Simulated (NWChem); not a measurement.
System: MgH$_{5}$SO$_{2}$Cl; SMILES [OH2]->[Mg](<-[OH2])([SH])[Cl]

Input file for NWChem:

```
start job
memory heap 200 mb stack 900 mb global 1100 mb
geometry units angstroms noautoz
  Mg    -0.010354     0.019048    -0.000497
  Cl     0.116733     2.057875     1.007896
  S      1.105542    -2.066524    -0.352706
  H      0.667077    -2.190546    -1.625971
  O     -1.567919    -1.113668     0.829985
  H     -1.888917    -1.053121     1.738183
  H     -1.064450    -1.954214     0.733934
  O     -0.951879     0.972465    -1.593849
  H     -1.799677     0.783461    -2.011462
  H     -1.002808     1.861512    -1.195123
end
basis spherical
  * library 6-31g*
end
dft
  xc xpbe96 cpbe96
  iterations 150
end
tddft
  cis
  nroots 8
  notriplet
end
task tddft energy
```

Output (shortened):

```
             Northwest Computational Chemistry Package (NWChem) 7.3.0
             --------------------------------------------------------

 C1  symmetry detected

                             Geometry "geometry" -> ""
                             -------------------------

 Output coordinates in angstroms (scale by  1.889725989 to convert to a.u.)

  No.       Tag          Charge          X              Y              Z
 ---- ---------------- ---------- -------------- -------------- --------------
    1 Mg                  12.0000     0.02287571    -0.01588202     0.09443296
    2 Cl                  17.0000     0.82295586    -2.14867330     0.06449607
    3 S                   16.0000     0.57297155     2.27874407     0.48298323
    4 H                    1.0000    -0.62675544     2.56761191     1.03619864
    5 O                    8.0000    -0.52748207     0.58774245    -1.83727573
    6 H                    1.0000    -0.12823274     0.28091957    -2.66067657
    7 H                    1.0000    -0.23523838     1.51404611    -1.67671560
    8 O                    8.0000    -1.75649818    -0.79585079     0.84257811
    9 H                    1.0000    -2.65759397    -0.70062775     0.51418272
   10 H                    1.0000    -1.51264044    -1.73895784     0.78723140

 Effective nuclear repulsion energy (a.u.)     330.9843036367

  pbe96 is a nonlocal functional; adding pw91lda local functional.

                                 NWChem DFT Module
                                 -----------------

 Summary of "ao basis" -> "ao basis" (spherical)
 ------------------------------------------------------------------------------
       Tag                 Description            Shells   Functions and Types
 ---------------- ------------------------------  ------  ---------------------
 Mg                          6-31g*                  8       18   4s3p1d
 Cl                          6-31g*                  8       18   4s3p1d
 S                           6-31g*                  8       18   4s3p1d
 H                           6-31g*                  2        2   2s
 O                           6-31g*                  6       14   3s2p1d

            General Information
            -------------------
          SCF calculation type: DFT
          Wavefunction type:  closed shell.
          No. of atoms     :    10
          No. of electrons :    66
           Alpha electrons :    33
            Beta electrons :    33
          Charge           :     0
          Spin multiplicity:     1
          Use of symmetry is: off; symmetry adaption is: off
          Maximum number of iterations: 150
          AO basis - number of functions:    92
                     number of shells:    46
          Convergence on energy requested:  1.00D-06
          Convergence on density requested:  1.00D-05
          Convergence on gradient requested:  5.00D-04

              XC Information
              --------------
          PerdewBurkeErnzerhof Exchange Functional  1.000
            Perdew 1991 LDA Correlation Functional  1.000 local
           PerdewBurkeErnz. Correlation Functional  1.000 non-local

             Grid Information
             ----------------
          Grid used for XC integration:  medium
          Radial quadrature: Mura-Knowles
          Angular quadrature: Lebedev.
          Tag              B.-S. Rad. Rad. Pts. Rad. Cut. Ang. Pts.
          ---              ---------- --------- --------- ---------
          Mg                  1.50       88           9.0       590
          Cl                  1.00       88          12.0       590
          S                   1.00       88          11.0       590
          H                   0.35       45          12.0       434
          O                   0.60       49          11.0       434
          Grid pruning is: on
          Number of quadrature shells:   587
          Spatial weights used:  Erf1

      Superposition of Atomic Density Guess
      -------------------------------------

 Sum of atomic energies:       -1208.50135012

      Non-variational initial energy
      ------------------------------

[...]

                                NWChem TDDFT Module
                                -------------------

            General Information
            -------------------
           No. of orbitals :     184
            Alpha orbitals :      92
             Beta orbitals :      92
        Alpha frozen cores :       0
         Beta frozen cores :       0
     Alpha frozen virtuals :       0
      Beta frozen virtuals :       0
         Spin multiplicity :       1
    Number of AO functions :      92
        Use of symmetry is : off
      Symmetry adaption is : off
         Schwarz screening :  0.10D-07

              XC Information
              --------------
   PerdewBurkeErnzerhof Exchange Functional   1.00
     Perdew 1991 LDA Correlation Functional   1.00 local
    PerdewBurkeErnz. Correlation Functional   1.00 non-local

             TDDFT Information
             -----------------
          Calculation type : Tamm-Dancoff TDDFT
         Wavefunction type : Restricted singlets
          No. of electrons :      66
           Alpha electrons :      33
            Beta electrons :      33
              No. of roots :       8
          Max subspacesize :    5600
            Max iterations :     100
               Target root :       1
           Target symmetry : none
      Symmetry restriction : off
                 Algorithm : Optimal
        Davidson threshold :  0.10D-03

    8 smallest eigenvalue differences (eV)
--------------------------------------------------------
  No. Spin  Occ  Vir  Irrep   E(Occ)    E(Vir)   E(Diff)
--------------------------------------------------------
    1    1   33   34 a        -0.198    -0.044     4.196
    2    1   32   34 a        -0.225    -0.044     4.921
    3    1   33   35 a        -0.198    -0.012     5.062
    4    1   31   34 a        -0.238    -0.044     5.284
    5    1   30   34 a        -0.242    -0.044     5.399
    6    1   33   36 a        -0.198     0.007     5.574
    7    1   32   35 a        -0.225    -0.012     5.788
    8    1   33   37 a        -0.198     0.023     6.004
--------------------------------------------------------

  Entering Davidson iterations
  Restricted singlet excited states

  Iter   NTrls   NConv    DeltaV     DeltaE      Time
  ----  ------  ------  ---------  ---------  ---------
    1      8       0     0.94E-01   0.10+100        6.0
    2     16       0     0.27E-01   0.12E-01        5.7
    3     24       0     0.15E-01   0.62E-03        6.3
    4     32       1     0.87E-02   0.39E-03        5.7
    5     39       7     0.15E-02   0.12E-03        6.6
    6     40       7     0.12E-03   0.28E-05        3.4
    7     41       8     0.50E-04   0.17E-07        4.4
  ----  ------  ------  ---------  ---------  ---------
  Convergence criterion met

  Ground state a       -1211.369067395251 a.u.

  ----------------------------------------------------------------------------
  Root   1 singlet a              0.157045860 a.u.                4.2734 eV
  ----------------------------------------------------------------------------
     Transition Moments    X -0.20253   Y  0.05593   Z -0.50310
     Dipole Oscillator Strength                    0.0311218656
     Electric Quadrupole                           0.0000000351
     Magnetic Dipole                               0.0000003127
     Total Oscillator Strength                     0.0311222133

     Occ.   32  a   ---  Virt.   34  a       -0.06511
     Occ.   33  a   ---  Virt.   34  a        0.99164
     Occ.   33  a   ---  Virt.   35  a       -0.09800
  ----------------------------------------------------------------------------
  Root   2 singlet a              0.185914649 a.u.                5.0590 eV
  ----------------------------------------------------------------------------
     Transition Moments    X -0.24327   Y -0.47359   Z  0.13188
     Dipole Oscillator Strength                    0.0372892216
     Electric Quadrupole                           0.0000000699
     Magnetic Dipole                               0.0000003266
     Total Oscillator Strength                     0.0372896181

     Occ.   31  a   ---  Virt.   34  a        0.07946
     Occ.   32  a   ---  Virt.   34  a        0.78975
     Occ.   33  a   ---  Virt.   35  a       -0.59446
     Occ.   33  a   ---  Virt.   36  a       -0.10270
  ----------------------------------------------------------------------------
  Root   3 singlet a              0.192932037 a.u.                5.2500 eV
  ----------------------------------------------------------------------------
     Transition Moments    X -0.37583   Y -0.43608   Z -0.50916
     Dipole Oscillator Strength                    0.0759704601
     Electric Quadrupole                           0.0000002459
     Magnetic Dipole                               0.0000004612
     Total Oscillator Strength                     0.0759711673

     Occ.   32  a   ---  Virt.   34  a        0.53889
     Occ.   32  a   ---  Virt.   35  a       -0.05540
     Occ.   32  a   ---  Virt.   36  a        0.06058
     Occ.   33  a   ---  Virt.   34  a        0.10334
     Occ.   33  a   ---  Virt.   35  a        0.76875
     Occ.   33  a   ---  Virt.   36  a       -0.25943
     Occ.   33  a   ---  Virt.   37  a       -0.14344
  ----------------------------------------------------------------------------
  Root   4 singlet a              0.196078777 a.u.                5.3356 eV
  ----------------------------------------------------------------------------
     Transition Moments    X  0.08743   Y -0.10771   Z  0.40807
     Dipole Oscillator Strength                    0.0242829621
     Electric Quadrupole                           0.0000000450
     Magnetic Dipole                               0.0000002695
     Total Oscillator Strength                     0.0242832766

[...]
```

Level: PBE/6-31G* (spherical d), TDA. Geometry: optimised at PBE0/def2-SVP.
